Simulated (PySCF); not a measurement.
C₃H₈OSi₂. Atoms are numbered in the order given.

```xyz
14

C      2.9663    -0.4385     0.2652
O      1.7482     0.2689     0.2361
Si     0.2268    -0.3903     0.4199
C     -0.7057    -0.9457    -1.1292
C     -1.8226    -0.1709    -1.1358
Si    -1.6271     1.0372     0.3178
H      3.7854     0.2687     0.4714
H      3.1739    -0.9292    -0.7037
H      2.9769    -1.2166     1.0523
H      0.3255    -1.4627     1.4630
H     -0.5151    -1.7243    -1.8805
H     -2.6271    -0.2843    -1.8752
H     -2.7134     1.0121     1.3451
H     -1.4153     2.4579    -0.0907
```
Charge 0, spin multiplicity 1.

The structure is a stationary point at B3LYP-D3(BJ)/def2-SVP. The structure was generated by enumeration; whether it is a known compound was not checked. The values are those of a single conformer.

All values below come from PBE/def2-TZVP run with PySCF.

| Item | Result |
|---|---|
| total energy | -772.88033 hartree |
| highest occupied level | -6.25 eV |
| lowest empty level | -1.81 eV |
| orbital gap | 4.44 eV |
| dipole moment | 1.25 D |
| quadrupole, principal values (traceless, Buckingham form, about the centre of nuclear charge) | -5.93, 0.17, 5.76 D·Å |
| mean static polarisability | 94.7 bohr³ (14.04 Å³) |
| polarisability, principal values | 73.8, 89.7, 120.7 bohr³ |
